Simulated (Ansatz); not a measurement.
```yaml
crystal:
  periodic: [false, false, false]
  atoms:
    - {symbol: F, position_ang: [-1.540251, 0.671886, 1.974006]}
    - {symbol: Si, position_ang: [-0.787379, 0.845069, 0.596312]}
    - {symbol: S, position_ang: [1.362670, 0.080950, 1.082841]}
    - {symbol: O, position_ang: [-1.174690, 0.031384, -0.728944]}
    - {symbol: Ga, position_ang: [0.225686, -1.425063, -0.976817]}
    - {symbol: H, position_ang: [-0.741132, 2.318601, 0.225417]}
    - {symbol: H, position_ang: [1.790750, 0.980078, 0.210995]}
    - {symbol: H, position_ang: [1.043279, -0.978201, -2.186173]}
    - {symbol: H, position_ang: [-0.070673, -2.739789, -0.312600]}
basis:
  gaussian: {orbitals: aug-cc-pVTZ}
hamiltonian: {xc: {name: M06-2X}}
output: {forces: true}
```

```sh
$ ansatz run in.yaml --threads 4 --pin off --events-out ev --progress --plain --max-ram 10444MiB
```

Output, abridged:

```
Error: YAML parse error: error: line 15 column 19: hamiltonian.xc: no functional is named "M06-2X"; the names, which are not case-sensitive, are SVWN5, SPW92, PBE, PBE0, PBEsol, revPBE, revPBE0, RPBE, rPW86-PBE, HSE06, wPBEh, LC-wPBE, HISS, HF, BLYP, B3LYP, B3LYP5, BHLYP, CAM-B3LYP, r2SCAN, r2SCANh, r2SCAN0, r2SCAN50, m-r2SCAN, B97, wB97, wB97X, wB97X-V, B97M-V, wB97M-V, B2PLYP, B2GP-PLYP, PBE0-DH, PBE-QIDH
  --> <input>:15:19
   |
13 | basis:
14 |   gaussian: {orbitals: aug-cc-pVTZ}
15 | hamiltonian: {xc: {name: M06-2X}}
   |                   ^ hamiltonian.xc: no functional is named "M06-2X"; the names, which are not case-sensitive, are SVWN5, SPW92, PBE, PBE0, PBEsol, revPBE, revPBE0, RPBE, rPW86-PBE, HSE06, wPBEh, LC-wPBE, HISS, HF, BLYP, B3LYP, B3LYP5, BHLYP, CAM-B3LYP, r2SCAN, r2SCANh, r2SCAN0, r2SCAN50, m-r2SCAN, B97, wB97, wB97X, wB97X-V, B97M-V, wB97M-V, B2PLYP, B2GP-PLYP, PBE0-DH, PBE-QIDH
16 | output: {forces: true}
   |
```

Problem. What is wrong with this run?

Solution. The method's name isn't one that the program takes here. The program refused the input.

HSE06 is defined as in plane-wave codes.
